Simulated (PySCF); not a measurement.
## Electron correlation in C⁺ (carbon, charge +1)

[He] 2s2 2p1, 2P determinant. All numbers are calculated (PySCF 2.14, no relativity, point nucleus, in dyall-acv3z). Frozen: nothing; 5 electrons correlated; the 5 highest virtual orbitals of each spin left out.

```tsv
level	correlation energy (mhartree)
CCSD	-124.86
(T)	-1.57
CCSD(T)	-126.43
```

Diagnostics: T1 = 0.0081, D1 = 0.0189, largest double amplitude 0.129.

Cost of the coupled-cluster step: roughly 20 core-seconds, for 5 correlated electrons.

Iterations:

```
CC2 = 0
CCSD nocc = (np.int64(3), np.int64(2)), nmo = (71, 71)
frozen orbitals [[71, 72, 73, 74, 75], [71, 72, 73, 74, 75]]
max_cycle = 100
direct = 0
conv_tol = 1e-08
conv_tol_normt = 1e-06
diis_space = 8
diis_start_cycle = 0
Init t2, MP2 energy = -0.100135313034968
Init E_corr(UCCSD) = -0.100135313070213
cycle = 1  E_corr(UCCSD) = -0.115070817830561  dE = -0.0149355048  norm(t1,t2) = 0.0527233
cycle = 2  E_corr(UCCSD) = -0.120208155848338  dE = -0.00513733802  norm(t1,t2) = 0.0258876
cycle = 3  E_corr(UCCSD) = -0.124919747163102  dE = -0.00471159131  norm(t1,t2) = 0.0134831
cycle = 4  E_corr(UCCSD) = -0.124834933863217  dE = 8.48132999e-05  norm(t1,t2) = 0.00115441
cycle = 5  E_corr(UCCSD) = -0.124876801767218  dE = -4.1867904e-05  norm(t1,t2) = 0.000182296
cycle = 6  E_corr(UCCSD) = -0.124860531885477  dE = 1.62698817e-05  norm(t1,t2) = 4.21119e-05
cycle = 7  E_corr(UCCSD) = -0.124864864921442  dE = -4.33303596e-06  norm(t1,t2) = 1.31125e-05
cycle = 8  E_corr(UCCSD) = -0.124864840086843  dE = 2.48345988e-08  norm(t1,t2) = 1.85934e-06
cycle = 9  E_corr(UCCSD) = -0.124864705462848  dE = 1.34623995e-07  norm(t1,t2) = 4.51854e-07
cycle = 10  E_corr(UCCSD) = -0.124864738546707  dE = -3.30838597e-08  norm(t1,t2) = 1.18414e-07
cycle = 11  E_corr(UCCSD) = -0.124864737517086  dE = 1.02962099e-09  norm(t1,t2) = 2.14158e-08
UCCSD converged
E(UCCSD) = -37.42156305026482  E_corr = -0.1248647375170864
UCCSD(T) correction = -0.00157029821687293
```
